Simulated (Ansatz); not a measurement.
`C[Si]1(Cl)CN1` → `N=C([SiH3])CCl`  (isomerisation)

Calculated with Ansatz (gas phase, PBE0-D4/def2-TZVP geometries, no zero-point term in ΔE). CCSD(T)/CBS is the MP2 limit (def2-TZVPP, def2-QZVPP) plus CCSD(T) − MP2 in def2-TZVPP, frozen cores. DFT in def2-TZVPP. B3LYP here is the variant with VWN-RPA as its local correlation; programs differ in this. One conformer a species, not always the lowest.

`C[Si]1(Cl)CN1`:

```xyz
11

C     0.912   -1.389   -0.315
Si   -0.250    0.032   -0.545
Cl   -0.929    0.052   -2.475
C    -0.219    1.528    0.491
N    -1.352    0.544    0.635
H     1.737   -1.333   -1.027
H     0.392   -2.336   -0.474
H     1.317   -1.376    0.699
H    -0.530    2.514    0.153
H     0.501    1.572    1.309
H    -1.578    0.190    1.550
```

`N=C([SiH3])CCl`:

Z-matrix (Å, degrees):
```
Si
C 1 1.904
H 1 1.482 2 109.0
H 1 1.489 2 109.6 3 -119.7
H 1 1.482 2 109.0 3 120.9
C 2 1.505 1 118.1 3 121.7
N 2 1.264 1 115.4 3 -58.4
Cl 6 1.774 2 113.9 1 179.8
H 6 1.092 2 110.0 1 -59.5
H 6 1.092 2 110.0 1 58.9
H 7 1.027 2 111.0 1 -179.8
```

Task: Is it downhill or uphill in electronic energy at CCSD(T)/CBS, and by how much? (Estimate.)

Result: Ansatz gave: Uphill: ΔE = +1.94 eV.

Task: What do these levels give: PBE-D4, r2SCAN-D4, B3LYP-D4, ωB97X-V, r2SCAN, B3LYP, CCSD/def2-TZVPP, CCSD(T)/def2-TZVPP, MP2/def2-QZVPP, SCS-MP2/def2-QZVPP, HF/CBS(def2), CCSD/CBS(def2)? (Best estimate.)

Result: Ansatz gave: PBE-D4 1.92, r2SCAN-D4 2.06, B3LYP-D4 1.83, ωB97X-V 1.96, r2SCAN 2.06, B3LYP 1.83, CCSD/def2-TZVPP 1.88, CCSD(T)/def2-TZVPP 1.85, MP2/def2-QZVPP 2.11, SCS-MP2/def2-QZVPP 1.95, HF/CBS(def2) 1.77, CCSD/CBS(def2) 1.97 eV.

Largest T1 diagnostic among the species: 0.012.

In def2-TZVPP, CCSD(T) changes the Hartree–Fock value by +0.10 eV (the triples alone add −0.03 eV) and MP2 by +0.30 eV. From PBE to PBE0 (25 % exact exchange), in def2-TZVPP and without D4, ΔE moves by +0.12 eV.
